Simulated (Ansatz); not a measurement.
Relaxation of BrCl$_{4}$H$_{2}$OTa (9 atoms, charge 0, multiplicity 1), to a largest force component of 0.03 eV/Å in at most 50 steps.

Level of theory: RHF/def2-SVP in Ansatz.

```xyz
9
Properties=species:S:1:pos:R:3
Ta -0.298 0.217 0.115
Cl 2.107 0.671 0.181
Cl -0.157 0.163 2.453
O 0.028 -0.613 -1.497
H 0.379 -1.246 -2.110
Cl -1.117 2.267 -0.426
Cl -2.266 -1.035 0.328
Br 1.707 -3.023 0.676
H 2.569 -1.807 0.698
```

**Question.** Where does it end, and by what steps?

**Answer.** The forces met the threshold. The force dipped under the threshold on the way, but the program's further checks kept it going. After 30 steps the energy has fallen by 0.302 eV; Br8 moved furthest, 1.83 Å.

| step | energy less start (eV) | largest force component (eV/Å) | accepted |
| --- | --- | --- | --- |
| 0 | 0.0000 | 1.601 | yes |
| 2 | -0.1441 | 0.154 | yes |
| 4 | -0.1557 | 0.133 | yes |
| 6 | -0.1687 | 0.331 | yes |
| 8 | -0.2136 | 0.432 | yes |
| 10 | -0.2253 | 0.362 | yes |
| 12 | -0.2392 | 0.131 | yes |
| 14 | -0.2561 | 0.368 | yes |
| 16 | -0.2806 | 0.112 | yes |
| 18 | -0.2884 | 0.229 | yes |
| 20 | -0.2951 | 0.162 | yes |
| 22 | -0.2999 | 0.085 | yes |
| 24 | -0.3012 | 0.054 | yes |
| 26 | -0.2999 | 0.124 | no |
| 28 | -0.3017 | 0.020 | yes |
| 30 | -0.3018 | 0.027 | yes |

```xyz
9
Properties=species:S:1:pos:R:3
Ta -0.603 0.336 0.282
Cl 1.713 0.604 0.814
Cl -1.076 0.439 2.549
O -0.244 -1.301 -0.448
H 0.384 -1.980 -0.670
Cl -0.444 2.200 -1.086
Cl -2.897 0.178 -0.192
Br 2.864 -3.036 -0.740
H 3.254 -1.845 -0.091
```

Whether the end is a true minimum wasn't checked by a vibrational analysis.

Time of the run: 68 s on 4 threads of Intel(R) Xeon(R) 6975P-C (Granite Rapids), on a shared host, peak memory 0.6 GiB.
